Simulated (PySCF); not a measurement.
Pb(Cl)(NH2) (ClH₂NPb), SMILES [NH2][Pb][Cl] (connectivity only; charge and spin as stated), neutral, multiplicity 1. Heavy atoms are numbered as in [Pb:1]([Cl:2])[NH2:3]. Hydrogens are named by the atom that carries them.

The structure is a stationary point at PBE-D3(BJ)/def2-TZVP. The def2 effective core potentials stand for the cores of Pb; spin–orbit coupling is left out. One conformer was computed; it need not be the lowest.

These are PySCF with M06-2X/def2-TZVPD values and carry that method's errors.

Mulliken values depend strongly on the basis, most of all with diffuse functions as here. ESP charges are fitted to the potential on shells at 1.4 to 2.0 van der Waals radii. Atomic charges (e), one atom of each kind:

```json
[
 {"atom": "Pb1", "ESP fit": "0.61", "Mulliken": "0.81"},
 {"atom": "Cl2", "ESP fit": "-0.38", "Mulliken": "-0.54"},
 {"atom": "N3 (NH2)", "ESP fit": "-0.84", "Mulliken": "-0.77"},
 {"atom": "H on N3", "ESP fit": "0.31", "Mulliken": "0.24"}
]
```
